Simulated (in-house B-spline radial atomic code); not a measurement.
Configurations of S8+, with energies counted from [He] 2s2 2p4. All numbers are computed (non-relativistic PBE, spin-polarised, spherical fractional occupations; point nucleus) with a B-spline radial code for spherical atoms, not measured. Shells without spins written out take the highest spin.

```
                                          configuration  E - E(ref) (eV)  highest orbital  its <r> (bohr)
             [He] 2s2 2p(0 up, 3 down) 3s(1 up, 0 down)           218.86            3s up           1.167
                                       [He] 2s2 2p3 3p1           229.53            3p up           1.147
             [He] 2s2 2p(2 up, 1 down) 3p(1 up, 0 down)           241.92            3p up           1.152
                                       [He] 2s1 2p4 3s1           262.78            3s up           1.154
[He] 2s(1 up, 0 down) 2p(1 up, 3 down) 3s(0 up, 1 down)           273.87          3s down           1.158
                                       [He] 2s1 2p4 3p1           276.16            3p up           1.151
```

Question: Order these further configurations by energy, lowest first.
A. [He] 2s2 2p(2 up, 2 down)
B. [He] 2s2 2p3 3d1
C. [He] 2s(1 up, 0 down) 2p(2 up, 3 down)
D. [He] 2s1 2p5
E. [He] 2s2 2p3 3s1

Answer: A (5.0004 eV), D (49.007 eV), C (53.42 eV), E (216.33 eV), B (247.05 eV).

Question: How far above the reference does [He] 2s1 2p4 3d1 lie?

Answer: 293.28 eV; its least bound orbital is 3d up with <r> = 1.064 bohr.
